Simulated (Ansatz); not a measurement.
`[GeH3][AsH][SbH2]`, relaxed with RKS PBE-D4/def2-SVP in Ansatz from a rough embedded geometry. The force threshold is 0.03 eV/Å; the program also tests the step.

Total charge 0; spin multiplicity 1. Sb: def2 effective core potential.

Start:

```xyz
9

Ge   -1.030   -1.122   -0.305
As   -0.843    0.942    0.770
Sb    1.083    1.677   -0.837
H    -1.668   -0.954   -1.667
H    -1.976   -2.103    0.503
H     0.346   -1.832   -0.496
H     0.162    0.356    1.856
H     1.778    2.724    0.475
H     2.148    0.312   -0.300
```

```tsv
step	energy (eV)	largest force (eV/Å)	largest move (Å)
1	-123962.2452	1.707	0.000
2	-123962.3461	1.424	0.192
3	-123962.4632	0.199	0.085
4	-123962.4702	0.037	0.069
5	-123962.4706	0.043	0.044
6	-123962.4716	0.023	0.022
```

End:

```xyz
9

Ge   -1.078   -1.218   -0.316
As   -0.822    0.944    0.808
Sb    1.189    1.725   -0.807
H    -1.734   -0.975   -1.702
H    -2.019   -2.116    0.531
H     0.273   -1.955   -0.524
H     0.114    0.330    1.868
H     1.800    2.786    0.425
H     2.278    0.478   -0.284
```

It took 5.5 s on 4 threads of a server CPU on a shared host, with 0.2 GiB of host memory at the peak.
